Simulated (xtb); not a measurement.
HSe, doublet, from a rough starting geometry; GFN2-xTB run with xtb.

Input for xtb:
```
$ xtb mol.xyz --gfn 2 --uhf 1 --opt vtight --json

# file mol.xyz
2

Se     0.09617663     0.02522971    -0.68341620
H     -0.06320070     0.05144690     0.73867467
```

It wrote (shortened):

```
   ID    Z sym.   atoms
    1   34 Se     1
    2    1 H      2

           -------------------------------------------------
          |                Calculation Setup                |
           -------------------------------------------------

           -------------------------------------------------
          |                 G F N 2 - x T B                 |
           -------------------------------------------------

          ...................................................
          :                      SETUP                      :
          :.................................................:
          :  # basis functions                  11          :
          :  # atomic orbitals                  10          :
          :  # shells                            4          :
          :  # electrons                         7          :
          :  max. iterations                   250          :
          :  Hamiltonian                  GFN2-xTB          :
          :  restarted?                      false          :
          :  GBSA solvation                  false          :
          :  PC potential                    false          :
          :  electronic temp.          300.0000000     K    :
          :  accuracy                    1.0000000          :
          :  -> integral cutoff          0.2500000E+02      :
          :  -> integral neglect         0.1000000E-07      :
          :  -> SCF convergence          0.1000000E-05 Eh   :
          :  -> wf. convergence          0.1000000E-03 e    :
          :  Broyden damping             0.4000000          :
          :  net charge                          0          :
          :  unpaired electrons                  1          :
          ...................................................

 iter      E             dE          RMSdq      gap      omega  full diag
   1     -3.6562988 -0.365630E+01  0.202E+00    5.90       0.0  T
   2     -3.6563536 -0.547889E-04  0.119E+00    5.85       1.0  T
   3     -3.6563646 -0.110321E-04  0.164E-01    5.79       1.0  T
   4     -3.6563660 -0.138536E-05  0.151E-02    5.79       4.7  T
   5     -3.6563660 -0.322036E-08  0.623E-03    5.79      11.3  T
   6     -3.6563660 -0.674616E-09  0.105E-03    5.79      67.4  T
   7     -3.6563660 -0.475673E-10  0.159E-05    5.79    4457.1  T
   8     -3.6563660 -0.976996E-14  0.756E-07    5.79   93502.6  T

   *** convergence criteria satisfied after 8 iterations ***

[...]
         :: total energy              -3.649094485602 Eh    ::
 * total energy  :    -3.6490945 Eh     change       -0.1110223E-13 Eh
 * total energy  :    -3.6491456 Eh     change       -0.5112267E-04 Eh
 * total energy  :    -3.6491546 Eh     change       -0.9009305E-05 Eh
 * total energy  :    -3.6491546 Eh     change       -0.1393847E-07 Eh
   *** GEOMETRY OPTIMIZATION CONVERGED AFTER 4 ITERATIONS ***
         :: total energy              -3.649154631513 Eh    ::
[...]
         4        1.5000           -0.3973708             -10.8130 (HOMO)
         5                         -0.1888275              -5.1383 (LUMO)
         6                         -0.0176053              -0.4791
         7                         -0.0176053              -0.4791
         8                         -0.0112455              -0.3060
         9                         -0.0112455              -0.3060
        10                          0.6504867              17.7006
      -------------------------------------------------------------
                  HL-Gap            0.2085433 Eh            5.6748 eV
             Fermi-level           -0.3452350 Eh           -9.3943 eV

     #   Z          covCN         q      C6AA      α(0)
     1  34 Se       0.925    -0.153   231.671    26.675
     2   1 H        0.925     0.153     1.372     1.832

 Mol. C6AA /au·bohr⁶  :        268.542071
 Mol. C8AA /au·bohr⁸  :      17541.570671
 Mol. α(0) /au        :         28.506482

Wiberg/Mayer (AO) data.
largest (>0.10) Wiberg bond orders for each atom

 ---------------------------------------------------------------------------
     #   Z sym  total        # sym  WBO       # sym  WBO       # sym  WBO
 ---------------------------------------------------------------------------
     1  34 Se   0.977 --     2 H    0.977
     2   1 H    0.977 --     1 Se   0.977
 ---------------------------------------------------------------------------

Topologies differ in total number of bonds
Writing topology from bond orders to xtbtopo.mol

molecular dipole:
                 x           y           z       tot (Debye)
 q only:       -0.047       0.008       0.415
   full:       -0.050       0.008       0.446       1.142
molecular quadrupole (traceless):
                xx          xy          yy          xz          yz          zz
 q only:       -0.025      -0.005      -0.019       0.016       0.046       0.044
  q+dip:       -0.193      -0.006      -0.193      -0.040       0.059       0.386
   full:       -0.283      -0.007      -0.287      -0.071       0.064       0.570

optimized geometry written to: xtbopt.xyz

           -------------------------------------------------
          | TOTAL ENERGY               -3.649154631513 Eh   |
          | GRADIENT NORM               0.000051285074 Eh/α |
          | HOMO-LUMO GAP               5.674752818844 eV   |
           -------------------------------------------------

normal termination of xtb
```
